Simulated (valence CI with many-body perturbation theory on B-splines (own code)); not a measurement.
**Hf⁴⁸⁺: magnetic and hyperfine properties of the levels**

Calculated by valence CI with perturbative core correlation (CI+MBPT): six valence electrons over a frozen Dirac-Fock core [Ar], a basis of 7 s, 7 p, 8 d, 6 f, 4 g, 1 h functions for each j, with the one-electron correlation potential Σ1 (screened to all orders), the two-electron term Σ2, the three-electron term Σ3, Breit, model QED; selected single and double excitations, second order for the rest, scaled by the run's own slope (own B-spline code, finite nucleus).

No measured spectrum was set against this ion. As an estimate, large intervals hold to a few tenths of a per cent, small ones and those within an open d or f shell to about a per cent. Core correlation moves these levels by up to 14000 cm⁻¹, and in measured spectra 5 to 20 % of such shifts remained as error; rates that hang on mixing are uncertain with them. Among the levels kept, up to 1000 cm⁻¹ of a level comes from second order outside the variational space, and about a tenth of that is noise between levels of different J, which matters for small intervals. The list stops below the first excitations out of the core. Only levels of the ground parity were solved; by the run's estimate the other parity begins above the list, which can be wrong where configurations are misplaced.

A/g_I is the dipole constant over the nuclear g factor μ/I (μ in nuclear magnetons, uniformly magnetised nucleus), B/Q the quadrupole constant per barn. Both hold the static response of the core; the bare values leave it out. Large factors of s and p1/2 electrons are usually good to 5 to 10 %; those of open d and f shells near neutrality can be off by tens of per cent, and small factors of p3/2, d and f electrons come from cancelling terms and can be off by a factor of two or in sign, in half-filled shells by more. B is blank for J = 1/2, where it vanishes, and for nearly pure S terms. Energies count from the lowest level. Levels with J = 0 are left out.

Levels are named by their leading jj configuration (3d3/2^4 stands for four electrons in 3d with j = 3/2), which in mixed levels can hold well under half, so a name can repeat and another be missing. Letters in brackets count levels of one name in rising energy.

| Level | E (eV) | g | A/g_I (MHz) | A/g_I bare | B/Q (MHz/b) | B/Q bare |
| --- | --- | --- | --- | --- | --- | --- |
| (3d3/2^4 3d5/2^2) J=4 | 0.00 | 1.246 | 33500 | 34300 | 59800 | 60400 |
| (3d3/2^4 3d5/2^2) J=2 | 7.38 | 1.270 | 32800 | 33700 | -34300 | -34600 |
| (3d3/2^3 3d5/2^3) J=3 [a] | 54.46 | 1.347 | 20700 | 21800 | 3770 | 3770 |
| (3d3/2^3 3d5/2^3) J=4 [a] | 56.06 | 1.173 | 36100 | 36700 | 50800 | 51400 |
| (3d3/2^3 3d5/2^3) J=1 [a] | 59.12 | 1.286 | 33700 | 34600 | -22800 | -23000 |
| (3d3/2^3 3d5/2^3) J=6 | 63.62 | 1.101 | 48700 | 49100 | -57000 | -57700 |
| (3d3/2^3 3d5/2^3) J=5 | 63.66 | 1.125 | 43600 | 44100 | 28700 | 29000 |
| (3d3/2^3 3d5/2^3) J=2 [a] | 70.15 | 0.975 | 59400 | 59500 | -44400 | -44800 |
| (3d3/2^3 3d5/2^3) J=3 [b] | 71.52 | 1.059 | 52700 | 53000 | 15700 | 15800 |
| (3d3/2^3 3d5/2^3) J=4 [b] | 84.55 | 1.045 | 54400 | 54700 | -43800 | -44300 |
| (3d3/2^3 3d5/2^3) J=2 [b] | 85.09 | 1.114 | 45800 | 46300 | 77900 | 78700 |
| (3d3/2^3 3d5/2^3) J=1 [b] | 85.32 | 1.186 | 25300 | 25900 | 45500 | 45900 |
| (3d3/2^3 3d5/2^3) J=3 [c] | 87.26 | 1.057 | 53800 | 54100 | -71500 | -72300 |
| (3d3/2^2 3d5/2^4) J=2 [a] | 114.54 | 1.436 | 5010 | 6350 | -14500 | -14700 |
| (3d3/2^2 3d5/2^4) J=4 [a] | 120.46 | 1.094 | 46300 | 46700 | 10300 | 10500 |
| (3d3/2^2 3d5/2^4) J=3 [a] | 123.75 | 1.201 | 32600 | 33200 | -25400 | -25700 |
| (3d3/2^2 3d5/2^4) J=5 | 124.44 | 1.088 | 49800 | 50200 | -43100 | -43500 |
| (3d3/2^2 3d5/2^4) J=6 | 127.69 | 1.045 | 54000 | 54300 | -61400 | -62000 |
| (3d3/2^2 3d5/2^4) J=3 [b] | 130.85 | 0.964 | 62100 | 62100 | 1400 | 1420 |
| (3d3/2^2 3d5/2^4) J=1 | 133.54 | 0.997 | 60400 | 60600 | -20900 | -21100 |
| (3d3/2^2 3d5/2^4) J=4 [b] | 135.34 | 1.043 | 56100 | 56300 | 524 | 480 |
| (3d3/2^2 3d5/2^4) J=2 [b] | 136.56 | 1.046 | 54400 | 54700 | -40400 | -40900 |
| (3d3/2^2 3d5/2^4) J=2 [c] | 147.63 | 0.870 | 73300 | 73100 | -2980 | -2970 |
| (3d3/2^2 3d5/2^4) J=4 [c] | 151.97 | 1.152 | 39900 | 40400 | -65300 | -66000 |
| (3d3/2^2 3d5/2^4) J=2 [d] | 169.29 | 1.020 | 55500 | 55700 | 69300 | 70100 |
| (3d3/2 3d5/2^5) J=1 | 180.80 | 1.491 | -6450 | -4970 | -13100 | -13300 |
| (3d3/2 3d5/2^5) J=4 | 192.86 | 1.024 | 56300 | 56500 | -24400 | -24500 |
| (3d3/2 3d5/2^5) J=2 | 198.71 | 1.186 | 38400 | 39000 | -73900 | -74700 |
| (3d3/2 3d5/2^5) J=3 | 200.73 | 1.060 | 51600 | 51900 | -67000 | -67700 |

(1) Take the isotope of mass number 179, with I = 9/2, μ = -0.6389 μN and Q = 3.79 b. What is the hyperfine structure of (3d3/2^3 3d5/2^3) J=3 [a]?

Answers

(1) From the table A = -2940 MHz, B = 14300 MHz. Shifts from the centre of gravity in MHz: F = 3/2: 55100, F = 5/2: 44700, F = 7/2: 31100, F = 9/2: 15000, F = 11/2: -2460, F = 13/2: -20000, F = 15/2: -36100.
